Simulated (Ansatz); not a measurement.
Cost and result for the atomization energy of CH₄BFO₂, SMILES `COB(O)F` (9 atoms, 8 bonds).

```xyz
9

C     0.9076   -0.1229   -1.0085
O    -0.4243   -0.4496   -0.6643
B    -0.9609   -0.1138    0.5216
O    -0.2667    0.5633    1.4769
F    -2.2289   -0.4712    0.7462
H     1.4551   -1.0455   -1.2105
H     1.4093    0.4278   -0.2109
H     0.8967    0.4842   -1.9157
H    -0.7880    0.7278    2.2654
```

Total charge 0; spin multiplicity 1. All single points use the PBE0-D4/def2-TZVP geometry. It is one conformer, not always the lowest. Program: Ansatz. All runs use 2 threads of a server CPU on a shared host. Times are those of one run each, without the atoms' runs, and a repeat can differ threefold. Electronic energies, without spin–orbit coupling; frozen cores. CCSD(T)/CBS adds CCSD(T) − MP2 in def2-TZVPP to the MP2 limit, and its time is that of the two runs behind it. T1 = 0.012. B3LYP takes the VWN-RPA correlation (the form of Gaussian; ORCA's B3LYP/G).

CCSD(T)/CBS is a level of theory with its own doubt, some kJ/mol a heavy atom from the limit and from the frozen cores, so smaller differences don't rank the functionals.

| level | functions | wall time | atomization (kJ/mol) | difference from CCSD(T)/CBS | per bond |
| --- | --- | --- | --- | --- | --- |
| revPBE-D4/def2-TZVPP | 211 | 3.9 s | 3850.2 | -31.1 | -3.9 |
| CAM-B3LYP-D4/def2-TZVPP | 211 | 5.5 s | 3910.5 | 29.2 | 3.6 |
| PBE0-D4/def2-TZVPP | 211 | 6 s | 3876.0 | -5.3 | -0.7 |
| B3LYP-D4/def2-TZVPP (with forces) | 211 | 8.5 s | 3874.2 | -7.1 | -0.9 |
| r2SCANh-D4/def2-TZVPP | 211 | 9 s | 3866.0 | -15.3 | -1.9 |
| r2SCAN-D4/def2-TZVPP (with forces) | 211 | 9.5 s | 3899.1 | 17.8 | 2.2 |
| CCSD(T)/def2-SVP | 90 | 10 s | 3707.9 | -173.4 | -21.7 |
| B2PLYP/def2-TZVPP | 211 | 11 s | 3852.6 | -28.7 | -3.6 |
| ωB97X-V/def2-TZVPP | 211 | 13 s | 3876.6 | -4.7 | -0.6 |
| ωB97M-V/def2-TZVPP (with forces) | 211 | 18 s | 3894.8 | 13.5 | 1.7 |
| MP2/def2-QZVPP | 405 | 39 s | 3960.4 | 79.1 | 9.9 |
| CCSD(T)/def2-TZVPP | 211 | 2.7 min | 3784.8 | -96.5 | -12.1 |
| CCSD(T)/CBS(def2) | – | 3.4 min | 3881.3 | 0.0 | 0.0 |

From PBE to PBE0 (25 % exact exchange), in def2-TZVPP and without D4, the atomization energy moves by −92.9 kJ/mol: exact exchange takes away binding that semilocal exchange gives to molecules. At CCSD(T), def2-SVP lies −173.5 kJ/mol from the extrapolated value and def2-TZVPP −96.6 kJ/mol: correlation converges slowly with the basis, and small sets miss more of it in the bonded molecule than in its fragments. The D4 term adds +20.1 kJ/mol with B3LYP and +10.4 kJ/mol with PBE0; it sums over pairs of atoms, weighted by their polarisabilities, and B3LYP, whose exchange is more repulsive, gets the larger term.
